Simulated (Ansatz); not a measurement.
(CsF)n off: r2SCAN-D4/def2-TZVPD single points in Ansatz on relaxed structures, gas phase. Each cluster is the lowest isomer that a short search found in that spin, judged at the geometry's level, and lower ones may exist. Core potentials for Cs, no spin–orbit coupling. HOMO and LUMO are taken over both spins. Binding counts from free atoms in the multiplicity of their measured ground term, without zero-point energy. The spins of the ions were chosen, not always searched. A dash marks a value that wasn't run or was left out as unsound. The structures are stationary points that may keep the symmetry of their start. Remarks come from the PBE and PBE0 runs and from stability tests at other levels; not every state was tested. A HOMO above zero means that the electron is unbound at that level and held by the basis, or that self-interaction error raises the level; the energy of removing that electron tells which.

(1) Estimate the order by vertical EA (eV), lowest first.
A. Cs2F3 (doublet; reduced ion singlet)
B. Cs2F (doublet; reduced ion triplet)

(1) B (0.36), A (1.04).

In full:

| species | atoms | state | geometry | HOMO (eV) | LUMO (eV) | gap (eV) | vertical EA (eV) | binding per atom (eV) | point group (within 0.1 Å) | remarks |
| --- | --- | --- | --- | --- | --- | --- | --- | --- | --- | --- |
| Cs2F | 3 | doublet; reduced ion triplet | PBE0-D4/def2-TZVP | -1.81 | -1.26 | 0.55 | 0.36 | 2.08 | C2v | HOMO above zero (-1 triplet) |
| Cs2F3 | 5 | doublet; reduced ion singlet | r2SCAN-D4/def2-SVP | -5.70 | -4.41 | 1.29 | 1.04 | 2.74 | C2v | HOMO above zero (-1 singlet) |
| Cs3F2 | 5 | doublet; reduced ion singlet | PBE-D4/def2-TZVP | -1.79 | -1.15 | 0.64 | – | 2.59 | – | HOMO above zero (-1 singlet), restricted singlet, untested (-1 singlet) |

The gap (eV) runs from 0.55 (Cs2F) to 1.29 (Cs2F3). The binding per atom (eV) runs from 2.08 (Cs2F) to 2.74 (Cs2F3).
